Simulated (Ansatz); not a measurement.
Cr2O2⁻. The state is a sextet with charge -1. Geometry PBE-D4/def2-SVPD; atoms count from 1.

```xyz
4

Cr   -0.6083    0.3531   -0.1964
Cr    1.3733   -0.0661    1.3578
O     1.0532    0.3515   -0.5561
O    -1.8182   -0.6385   -0.6054
```

The charge -1 sextet is spin-contaminated (final ⟨S²⟩ up to 10.19, 8.75 for a pure state). The highest occupied level of the charge -1 sextet lies above zero (up to 0.04 eV). The electron is either unbound and held by the finite basis, or the level is raised by self-interaction error. At PBE0-D4/def2-TZVPD a quartet of charge -1 lies 0.78 eV below the sextet, each at its own geometry. Another isomer (doublet) lies 0.32 eV lower at PBE0-D4/def2-TZVPD.

Q: Estimate the Mulliken populations from the PBE0/def2-TZVPD orbitals of Ansatz.

A: 
```
atom  charge (e)  spin (α − β)  d electrons
 Cr1        0.76         -0.37         4.30
 Cr2        0.16          5.57         4.84
  O3       -0.97         -0.16            –
  O4       -0.95         -0.03            –
```
Mulliken values depend strongly on the basis. With diffuse functions, as here, like atoms can get unlike values, and bond orders can come out too low or too high.

Q: Where does the spin sit?

A: Summed by element: Cr 5.20, O -0.20, of 5 unpaired in all. Largest on single atoms: Cr2 5.57, Cr1 -0.37, O3 -0.16.

Q: And the Mayer bond orders between heavy atoms (over 0.3)?

A: Cr1–Cr2 0.98 (2.55 Å); Cr1–O3 0.76 (1.70 Å); Cr1–O4 1.57 (1.62 Å).
